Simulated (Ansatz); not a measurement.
Geometry optimisation, Ansatz 0.2.0, RKS B3LYP/def2-SVP.

Input file:

```yaml
crystal:
  periodic: [false, false, false]
  atoms:
    - { symbol: C, position_ang: [0.7908, -1.8389, 0.1921] }
    - { symbol: "N", position_ang: [0.114, -0.603, 0.6966] }
    - { symbol: C, position_ang: [-0.3967, 0.3347, -0.0629] }
    - { symbol: Te, position_ang: [-0.2443, 0.2817, -2.1852] }
    - { symbol: Al, position_ang: [-1.1791, 1.895, 0.7896] }
    - { symbol: F, position_ang: [-1.2481, 2.0309, 2.6019] }
    - { symbol: H, position_ang: [0.0455, -2.3674, -0.4317] }
    - { symbol: H, position_ang: [1.1073, -2.4122, 1.0223] }
    - { symbol: H, position_ang: [1.6377, -1.5113, -0.385] }
    - { symbol: H, position_ang: [1.2319, 1.0568, -2.1463] }
    - { symbol: H, position_ang: [-1.7937, 3.0766, -0.0708] }
basis:
  gaussian: { orbitals: def2-SVP }
hamiltonian:
  xc: b3lyp
relax:
  f_tol: 0.02
  max_steps: 50
output:
  orbitals: {}
```

Command:

```bash
$ ansatz run input.yaml --threads 2 --pin off --max-ram 3072MiB --backend cpu --events-out ev --progress --plain --runs-dir out
```

**Question.** Where does it end, and by what steps?

**Answer.** It converged. The force dipped under the threshold on the way, but the program's further checks kept it going. After 45 steps the energy has fallen by 0.849 eV; H10 moved furthest, 1.92 Å.

```json
{"step": "0", "energy less start (eV)": "0.0000", "largest force component (eV/Å)": "3.132", "accepted": "yes"}
{"step": "2", "energy less start (eV)": "-0.4950", "largest force component (eV/Å)": "2.010", "accepted": "yes"}
{"step": "4", "energy less start (eV)": "-0.6188", "largest force component (eV/Å)": "0.169", "accepted": "yes"}
{"step": "6", "energy less start (eV)": "-0.6218", "largest force component (eV/Å)": "0.161", "accepted": "yes"}
{"step": "8", "energy less start (eV)": "-0.6272", "largest force component (eV/Å)": "0.066", "accepted": "yes"}
{"step": "10", "energy less start (eV)": "-0.6440", "largest force component (eV/Å)": "0.344", "accepted": "yes"}
{"step": "12", "energy less start (eV)": "-0.7130", "largest force component (eV/Å)": "0.247", "accepted": "yes"}
{"step": "14", "energy less start (eV)": "-0.7700", "largest force component (eV/Å)": "0.598", "accepted": "yes"}
{"step": "16", "energy less start (eV)": "-0.8238", "largest force component (eV/Å)": "0.192", "accepted": "yes"}
{"step": "18", "energy less start (eV)": "-0.8356", "largest force component (eV/Å)": "0.104", "accepted": "yes"}
{"step": "20", "energy less start (eV)": "-0.8365", "largest force component (eV/Å)": "0.026", "accepted": "yes"}
{"step": "22", "energy less start (eV)": "-0.8257", "largest force component (eV/Å)": "0.535", "accepted": "no"}
{"step": "24", "energy less start (eV)": "-0.8375", "largest force component (eV/Å)": "0.017", "accepted": "yes"}
{"step": "26", "energy less start (eV)": "-0.8375", "largest force component (eV/Å)": "0.238", "accepted": "no"}
{"step": "28", "energy less start (eV)": "-0.8388", "largest force component (eV/Å)": "0.050", "accepted": "yes"}
{"step": "30", "energy less start (eV)": "-0.8391", "largest force component (eV/Å)": "0.240", "accepted": "no"}
{"step": "32", "energy less start (eV)": "-0.8425", "largest force component (eV/Å)": "0.031", "accepted": "yes"}
{"step": "34", "energy less start (eV)": "-0.8443", "largest force component (eV/Å)": "0.130", "accepted": "yes"}
{"step": "36", "energy less start (eV)": "-0.8454", "largest force component (eV/Å)": "0.174", "accepted": "yes"}
{"step": "38", "energy less start (eV)": "-0.8475", "largest force component (eV/Å)": "0.057", "accepted": "yes"}
{"step": "40", "energy less start (eV)": "-0.8483", "largest force component (eV/Å)": "0.041", "accepted": "yes"}
{"step": "42", "energy less start (eV)": "-0.8487", "largest force component (eV/Å)": "0.037", "accepted": "yes"}
{"step": "44", "energy less start (eV)": "-0.8491", "largest force component (eV/Å)": "0.021", "accepted": "yes"}
{"step": "45", "energy less start (eV)": "-0.8491", "largest force component (eV/Å)": "0.016", "accepted": "yes"}
```

```xyz
11
Properties=species:S:1:pos:R:3
C 0.785 -1.930 0.328
N 0.186 -0.688 0.726
C -0.116 0.270 -0.029
Te 0.231 0.264 -2.269
Al -0.902 1.917 0.708
F -0.898 2.144 2.357
H 0.869 -2.039 -0.774
H 0.194 -2.772 0.726
H 1.793 -2.008 0.771
H -0.554 1.738 -2.337
H -1.524 3.048 -0.188
```

The run took 2.6 min on 2 threads of Intel(R) Xeon(R) 6975P-C (Granite Rapids) (shared host), peak memory 0.36 GiB.
